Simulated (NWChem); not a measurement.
Species: AgH2OCl; SMILES [OH2]->[Ag][Cl]

Results from NWChem. The geometry was optimised at PBE0/def2-SVP. def2 effective core potentials on Ag; no spin-orbit coupling. LC-ωPBE (HJS hole) with def2-SVP; x = 1 − exp(−ω/0.25 bohr⁻¹) is a scale chosen for this fit.

```
row           x  −ε(HOMO) (eV)
--------  -----  -------------
ω = 0.15  0.451           7.47
ω = 0.30  0.699       withheld
ω = 0.50  0.865           9.71
ω = 0.60  0.909           9.99
ω = 0.80  0.959          10.31
```

Task: Fit a straight line of the last column on the one before it, predict the withheld value, and compare with the run.

Result: 
1. Means of the 4 shown rows: x = 0.7960, y = 9.370. Slope Σ(x − x̄)(y − ȳ)/Σ(x − x̄)² = 0.9022/0.1631 = 5.531; intercept 4.967.
2. The shown rows scatter about the line by 0.029 (root mean square); the largest residual is -0.04, at ω = 0.50.
3. At x = 0.699 (ω = 0.30; inside the shown range) the line gives 8.83.
4. The run gives 8.77, -0.06 from the line, 2.1 times the scatter.
